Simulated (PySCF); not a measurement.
Molecule: SMILES C[Si@@H](P)[SiH2]CCl, C2H10ClPSi2.

Molfile (atoms numbered from 1):
```
C2H10ClPSi2
     RDKit          3D

 16 15  0  0  0  0  0  0  0  0999 V2000
   -0.7077    2.5372   -0.2935 C   0  0  0  0  0  0  0  0  0  0  0  0
   -0.3225    0.9218    0.5906 Si  0  0  1  0  0  4  0  0  0  0  0  0
   -2.1096   -0.4687    0.3453 P   0  0  0  0  0  0  0  0  0  0  0  0
    1.6208   -0.0950   -0.2355 Si  0  0  0  0  0  4  0  0  0  0  0  0
    3.1779    0.7966    0.3974 C   0  0  0  0  0  0  0  0  0  0  0  0
    3.0692    2.5463    0.0110 Cl  0  0  0  0  0  0  0  0  0  0  0  0
   -1.6233    2.9932    0.1130 H   0  0  0  0  0  0  0  0  0  0  0  0
   -0.8535    2.3609   -1.3702 H   0  0  0  0  0  0  0  0  0  0  0  0
    0.1295    3.2401   -0.1720 H   0  0  0  0  0  0  0  0  0  0  0  0
   -0.1578    1.1500    2.0627 H   0  0  0  0  0  0  0  0  0  0  0  0
   -1.4298   -1.6188    0.8554 H   0  0  0  0  0  0  0  0  0  0  0  0
   -1.7974   -0.7808   -1.0162 H   0  0  0  0  0  0  0  0  0  0  0  0
    1.6243   -0.0668   -1.7317 H   0  0  0  0  0  0  0  0  0  0  0  0
    1.6993   -1.5264    0.2055 H   0  0  0  0  0  0  0  0  0  0  0  0
    3.2723    0.7040    1.4891 H   0  0  0  0  0  0  0  0  0  0  0  0
    4.1001    0.4109   -0.0609 H   0  0  0  0  0  0  0  0  0  0  0  0
  1  2  1  0
  2  3  1  0
  2  4  1  0
  4  5  1  0
  5  6  1  0
  1  7  1  0
  1  8  1  0
  1  9  1  0
  2 10  1  1
  3 11  1  0
  3 12  1  0
  4 13  1  0
  4 14  1  0
  5 15  1  0
  5 16  1  0
M  END
```

Geometry PBE0-D3(BJ)/def2-SVP throughout; GIAO in PySCF 2.14, gas phase, one conformer, non-relativistic; equivalent atoms averaged; functional PBE0.

For orientation, aug-cc-pVDZ gives these shifts δ (against TMS, H3PO4, HCl at the same level): C1 -1.8, Si2 -36.7, P3 -261.1, Cl6 48.3, H13 4.18, H14 4.28, H15 3.19, H7/H8/H9 0.68, H11/H12 1.49 ppm.

A run gave: C1 -2.3, Si2 -47.7, P3 -289.5, Cl6 43.3, H13 4.28, H14 4.40, H15 3.02, H7/H8/H9 0.59, H11/H12 1.68 ppm (shifts δ (against TMS, H3PO4, HCl at the same level)).

Question: Which basis set was used in that run?
A. 6-31G*
B. def2-TZVP
C. 6-31G
D. pcSseg-1

Answer: B. P3 tells them apart best: def2-TZVP gives -289.5, pcSseg-1 gives -278.5, 6-31G gives -273.3, 6-31G* gives -235.6 ppm.
